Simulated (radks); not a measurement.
Results of a calculation; reference values are marked as such.
Problem. All-electron atom: the strontium ion Sr4+ in [Ar] 3d10 4s2 4p4. Code: a radial shooting solver on a logarithmic mesh with Libxc functionals. Model: scalar-relativistic Kohn-Sham, LDA (Slater exchange, Perdew-Wang correlation), spin-polarised, spherical densities, finite nucleus; open shells are filled with parallel spins first (spin-orbit coupling, left out, can overturn this in heavy ions); Fermi nuclear charge, rms radius 4.224 fm. Some entries of the table are withheld. Estimate them.

orbital  occ.  eigenvalue (eV)  <1/r> (bohr^-1)  <r^2> (bohr^2)
1s up       1        -15961.85            38.95        0.002072
1s down     1        -15961.57            38.95        0.002071
2s up       1        -2203.645            8.691         0.03516
2s down     1        -2203.458            8.691         0.03516
2p up       3        -1965.300            8.493         0.02769
2p down     3        -1965.042            8.493         0.02769
3s up       1        -380.6276            2.915          0.2788
3s down     1        -380.2774            2.916          0.2785
3p up       3        -303.6767            2.763          0.2904
3p down     3        -303.2863            2.765          0.2899
3d up       5              (1)            2.512          0.3013
3d down     5              (2)            2.515          0.2996
4s up       1         -85.2718            1.041             (3)
4s down     1         -83.1054            1.041             (4)
4p up       3         -65.7504              (5)           2.346
4p down     1         -63.6341              (6)           2.375

Solution. 
(1) 3d up eigenvalue (eV): -176.1316
(2) 3d down eigenvalue (eV): -175.6914
(3) 4s up <r^2> (bohr^2): 1.895
(4) 4s down <r^2> (bohr^2): 1.903
(5) 4p up <1/r> (bohr^-1): 0.9254
(6) 4p down <1/r> (bohr^-1): 0.9218
